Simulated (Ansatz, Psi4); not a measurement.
Approach curve of the dimer H3N ··· H3Al (SMILES N and [AlH3]), singlet. Monomers: optimised at B3LYP-D3(BJ) (def2-TZVP), held rigid. Orientation: a higher rigid-body minimum at GFN2-xTB. The monomers approach along the line of their centres of mass (distance R); nothing else relaxes.

Geometry at R = 2.49 Å (first 4 atoms: monomer A):
```
8

N      0.0008    -0.0014     0.2791
H     -0.7298    -0.5967    -0.0938
H     -0.1527     0.9309    -0.0880
H      0.8817    -0.3327    -0.0972
Al    -0.0078     0.0169    -2.2812
H     -1.4867     0.5733    -2.2726
H      1.2136     1.0195    -2.2784
H      0.2497    -1.5421    -2.2935
```

Computed with: PBE0/def2-TZVP, counterpoise-corrected (Psi4); PBE0-D3(BJ)/def2-TZVP, counterpoise-corrected (Psi4); SAPT0/jun-cc-pVDZ, frozen core (Psi4); CCSD(T)/aug-cc-pVTZ = CCSD(T) on RHF/aug-cc-pVTZ, frozen core, counterpoise-corrected in Ansatz (a first-principles code).

Interaction energies in kcal/mol:

```tsv
R / Å	PBE0/def2-TZVP	PBE0-D3(BJ)/def2-TZVP	SAPT0/jun-cc-pVDZ
1.93	17.44	16.16	22.70
2.06	7.02	5.77	11.89
2.35	-3.19	-4.40	0.94
2.49	-4.71	-5.88	-0.92
2.67	-5.14	-6.26	-1.79
2.86	-4.67	-5.72	-1.82
3.11	-3.57	-4.52	-1.38
3.47	-2.09	-2.86	-0.69
3.96	-0.85	-1.38	-0.14
4.72	-0.11	-0.35	0.12
5.62	0.09	0.00	0.14
6.90	0.09	0.06	0.10
```

Q: Predict the corresponding CCSD(T)/aug-cc-pVTZ column.

A: 1.93: 20.52; 2.06: 9.40; 2.35: -1.85; 2.49: -3.70; 2.67: -4.47; 2.86: -4.27; 3.11: -3.42; 3.47: -2.15; 3.96: -0.99; 4.72: -0.24; 5.62: -0.01; 6.90: 0.04 (kcal/mol).
